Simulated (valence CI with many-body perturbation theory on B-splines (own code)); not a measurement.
Which ion has this spectrum?

A relativistic CI+MBPT calculation for an atom or ion with 5 electrons gives these levels (eV):

```csv
J,Parity,E,g
1/2,odd,0.000,0.67
3/2,odd,0.162,1.33
1/2,even,12.422,2.67
3/2,even,12.477,1.73
5/2,even,12.557,1.60
5/2,even,22.200,1.20
3/2,even,22.203,0.80
1/2,even,28.643,2.00
1/2,even,30.929,0.67
3/2,even,31.029,1.33
3/2,odd,39.873,2.00
5/2,odd,44.585,1.20
3/2,odd,44.593,0.80
1/2,odd,50.357,0.67
```

The energies are calculated, with errors of about 160 cm⁻¹, more in some levels.

Question: Which is it?
A. N2+
B. Ne5+
C. Na6+
D. F4+

Answer: B. Ne5+, ground level 2s2 2p 2P°_1/2.
